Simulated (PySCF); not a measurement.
Input file for PySCF: D3(BJ) and D4 dispersion corrections on C2H5NO (SMILES CC(N)=O).

```python
from pyscf import gto
from pyscf.dispersion import dftd3, dftd4

mol = gto.M(
    atom='''
    C    -1.06440804   -0.30368689   -0.03163242
    C     0.22941356    0.38387973   -0.41942457
    N     1.30268899    0.11783711    0.37746778
    O     0.30430350    1.12511643   -1.37954183
    H    -1.40362334   -0.90289228   -0.87644830
    H    -0.97637466   -0.94154366    0.84773016
    H    -1.81988288    0.45971339    0.15394885
    H     1.24585590   -0.49276749    1.17123534
    H     2.18202697    0.55434367    0.15666501
    ''',
    basis='def2-svp',
    charge=0, spin=0, verbose=0, max_memory=1800)
d3, d4 = {}, {}
for xc in ['hf', 'pbe', 'blyp', 'revpbe', 'tpss', 'r2scan', 'b3lyp', 'pbe0', 'bhlyp', 'camb3lyp', 'b2plyp']:
    d3[xc] = float(dftd3.DFTD3Dispersion(mol, xc=xc, version='d3bj', atm=False).get_dispersion()['energy'])
    print(f'D3(BJ) {xc:10s} {d3[xc]:14.8f} Eh')
for xc in ['hf', 'pbe', 'blyp', 'revpbe', 'tpss', 'r2scan', 'b3lyp', 'pbe0', 'bhlyp', 'camb3lyp', 'b2plyp']:
    d4[xc] = float(dftd4.DFTD4Dispersion(mol, xc={'camb3lyp': 'cam-b3lyp'}.get(xc, xc), atm=True).get_dispersion()['energy'])
    print(f'D4     {xc:10s} {d4[xc]:14.8f} Eh')
```

Program output:

```
D3(BJ) hf            -0.04491597 Eh
D3(BJ) pbe           -0.00517065 Eh
D3(BJ) blyp          -0.01067955 Eh
D3(BJ) revpbe        -0.01384231 Eh
D3(BJ) tpss          -0.00632554 Eh
D3(BJ) r2scan        -0.00136236 Eh
D3(BJ) b3lyp         -0.00863224 Eh
D3(BJ) pbe0          -0.00427100 Eh
D3(BJ) bhlyp         -0.00646196 Eh
D3(BJ) camb3lyp      -0.00358782 Eh
D3(BJ) b2plyp        -0.00378773 Eh
D4     hf            -0.01898892 Eh
D4     pbe           -0.00465235 Eh
D4     blyp          -0.01070611 Eh
D4     revpbe        -0.01742103 Eh
D4     tpss          -0.00632386 Eh
D4     r2scan        -0.00113708 Eh
D4     b3lyp         -0.00743802 Eh
D4     pbe0          -0.00383461 Eh
D4     bhlyp         -0.00492462 Eh
D4     camb3lyp      -0.00377460 Eh
D4     b2plyp        -0.00322735 Eh
```

The run finished.

Cost: very roughly 0.03 core-seconds.
